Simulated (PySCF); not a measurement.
CuF, multiplicity 1.

```xyz
2

Cu     0.0000     0.0000    -0.4179
F      0.0000     0.0000     1.3466
```
Charge 0, spin multiplicity 1.

The structure is a stationary point at PBE0-D3(BJ)/def2-TZVPD. The multiplicity is an assumed one; other spin states were not compared.

All values below come from PBE0/pcSseg-2 in PySCF. Non-relativistic, no solvent.

Q: Give the absolute GIAO shielding of each atom: isotropic value and principal components (ppm). (An estimate is asked for; the answer gives what the named calculation found.)

A: 
```
atom  σ(iso)    σ11    σ22     σ33    span
----  ------  -----  -----  ------  ------
Cu1    983.4  271.4  271.4  2407.4  2136.0
F2     598.6  490.0  652.8   652.8   162.9
```
